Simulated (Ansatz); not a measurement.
`Cl[SiH2][SiH2][GeH3]` + `C=C[SiH](Cl)Cl` → `C=C[SiH2][SiH2]Cl` + `Cl[SiH](Cl)[GeH3]`  (redistribution)

Isolated molecules relaxed with PBE0-D4/def2-TZVP in Ansatz; ΔE leaves out vibrations. CCSD(T)/CBS adds triple-zeta CCSD(T) − MP2 to the extrapolated MP2 energy (def2 sets, frozen cores). DFT in def2-TZVPP. B3LYP here is the variant with VWN-RPA as its local correlation; programs differ in this. For Ge outer-core shells are correlated without core-valence functions, which leaves a few kJ/mol of doubt a bond. Scalar relativity is left out up to krypton. One conformer a species, not always the lowest.

```json
{"level": "PBE-D4", "ΔE (kJ/mol)": "19.3", "difference from CCSD(T)/CBS": "-2.6"}
{"level": "r2SCAN-D4", "ΔE (kJ/mol)": "21.6", "difference from CCSD(T)/CBS": "-0.3"}
{"level": "PBE0-D4", "ΔE (kJ/mol)": "21.3", "difference from CCSD(T)/CBS": "-0.6"}
{"level": "B3LYP-D4", "ΔE (kJ/mol)": "19.2", "difference from CCSD(T)/CBS": "-2.7"}
{"level": "ωB97X-V", "ΔE (kJ/mol)": "21.0", "difference from CCSD(T)/CBS": "-0.9"}
{"level": "ωB97M-V", "ΔE (kJ/mol)": "21.8", "difference from CCSD(T)/CBS": "-0.1"}
{"level": "B2PLYP", "ΔE (kJ/mol)": "20.2", "difference from CCSD(T)/CBS": "-1.7"}
{"level": "PBE", "ΔE (kJ/mol)": "18.6", "difference from CCSD(T)/CBS": "-3.3"}
{"level": "r2SCAN", "ΔE (kJ/mol)": "21.4", "difference from CCSD(T)/CBS": "-0.5"}
{"level": "PBE0", "ΔE (kJ/mol)": "20.6", "difference from CCSD(T)/CBS": "-1.3"}
{"level": "B3LYP", "ΔE (kJ/mol)": "18.1", "difference from CCSD(T)/CBS": "-3.8"}
{"level": "HF/def2-TZVPP", "ΔE (kJ/mol)": "20.4", "difference from CCSD(T)/CBS": "-1.5"}
{"level": "MP2/def2-TZVPP", "ΔE (kJ/mol)": "23.8", "difference from CCSD(T)/CBS": "1.9"}
{"level": "SCS-MP2/def2-TZVPP", "ΔE (kJ/mol)": "22.0", "difference from CCSD(T)/CBS": "0.1"}
{"level": "CCSD/def2-TZVPP", "ΔE (kJ/mol)": "22.6", "difference from CCSD(T)/CBS": "0.7"}
{"level": "CCSD(T)/def2-TZVPP", "ΔE (kJ/mol)": "23.0", "difference from CCSD(T)/CBS": "1.1"}
{"level": "HF/def2-QZVPP", "ΔE (kJ/mol)": "19.9", "difference from CCSD(T)/CBS": "-2.0"}
{"level": "MP2/def2-QZVPP", "ΔE (kJ/mol)": "23.0", "difference from CCSD(T)/CBS": "1.1"}
{"level": "SCS-MP2/def2-QZVPP", "ΔE (kJ/mol)": "21.3", "difference from CCSD(T)/CBS": "-0.6"}
{"level": "HF/CBS(def2)", "ΔE (kJ/mol)": "19.9", "difference from CCSD(T)/CBS": "-2.0"}
{"level": "MP2/CBS(def2)", "ΔE (kJ/mol)": "22.7", "difference from CCSD(T)/CBS": "0.8"}
{"level": "CCSD/CBS(def2)", "ΔE (kJ/mol)": "21.5", "difference from CCSD(T)/CBS": "-0.4"}
{"level": "CCSD(T)/CBS", "ΔE (kJ/mol)": "21.9", "difference from CCSD(T)/CBS": "0"}
```

Largest T1 diagnostic among the species: 0.012.
